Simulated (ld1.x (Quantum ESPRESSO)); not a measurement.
# copper (Cu): one change to a PAW potential, before and after

| Item | Value |
| --- | --- |
| Element | Cu (Z = 29) |
| Generator | ld1.x (Quantum ESPRESSO) 7.5 |
| Type | PAW |
| Functional | PBE |
| Relativity | scalar-relativistic |
| Frozen core | [Ar] |
| Valence charge | 11 |
| Reference configuration | 3d10 4s0.5 4p0.5 |
| Partial waves | 4s (bound): rcut 1.60, rcutus 2.20 bohr; 4s channel at 0.4 Ry: rcut 1.60, rcutus 2.20 bohr; 4p (bound): rcut 2.50, rcutus 2.95 bohr; 4p channel at 1.25 Ry: rcut 2.50, rcutus 2.95 bohr; 3d (bound): rcut 1.35, rcutus 1.55 bohr; 3d channel at 0.05 Ry: rcut 1.35, rcutus 1.55 bohr |
| Local potential | all-electron potential smoothed inside 2.30 bohr (lloc = -1) |
| Core correction | Bessel-smoothed model core inside 1.40 bohr |
| Augmentation charge | BESSEL, radius 1.15 bohr |

Change: waves 3d (bound): rcut 1.35, rcutus 1.62 bohr; 3d channel at 0.05 Ry: rcut 1.35, rcutus 1.62 bohr.

Cutoffs: the cutoffs (Ry, on a coarse ladder) from which the occupation-weighted sum of valence levels, in a spherical-Bessel basis at the reference potential, stays within 10 and 1 mRy of its value at 400 Ry; they do not see the model core or the augmentation charge, which bear on the density cutoff. Errors are all-electron minus pseudo energies relative to the spin-unpolarised reference configuration.

**Question.** What does the change do?

**Answer.** The potential gets softer (45 Ry and 80 Ry → 40 Ry and 70 Ry); the errors of the 7 common tests hardly move; neither file shows a bound ghost. A larger radius leaves more room for a smooth pseudo-wave, so fewer plane waves are needed.

| quantity | base | changed |
| --- | --- | --- |
| cutoff, loose | 45 Ry | 40 Ry |
| cutoff, tight | 80 Ry | 70 Ry |
| loose cutoff by channel (10 mRy a level) | s 6 Ry, p 6 Ry, d 40 Ry | s 6 Ry, p 6 Ry, d 35 Ry |
| bound ghosts | none | none |
| error for 3d10 4s1 4p0, meV [ΔE -2.01 eV] | -0.4 | -0.4 |
| error for 3d10 4s0 4p0, meV [ΔE 6.14 eV] | -2.9 | -3.0 |
| error for 3d9 4s0 4p0, meV [ΔE 27.47 eV] | -66 | -67 |
| error for 3d9 4s1 4p1, meV [ΔE 4.80 eV] | -64 | -64 |
| error for 3d9 4s2 4p0, meV [ΔE -0.04 eV] | -77 | -78 |
| error for 3d10 4s0.5 4p0, meV [ΔE 1.15 eV] | -0.1 | -0.2 |
| error for 3d10 4s0 4p1, meV [ΔE 2.13 eV] | -1.0 | -1.0 |
| s: phases at 3.20 bohr within 0.05 rad from the reference energy up to (Ry; the scan ends near 5) | to the end of the scan | to the end of the scan |
| p: phases at 3.20 bohr within 0.05 rad from the reference energy up to (Ry; the scan ends near 5) | 2.8 | 2.8 |
| d: phases at 3.20 bohr within 0.05 rad from the reference energy up to (Ry; the scan ends near 5) | 4.2 | 4.2 |
| lowest overlap eigenvalue by channel | s 0.41, p 0.68, d 1.00 | s 0.41, p 0.68, d 1.00 |
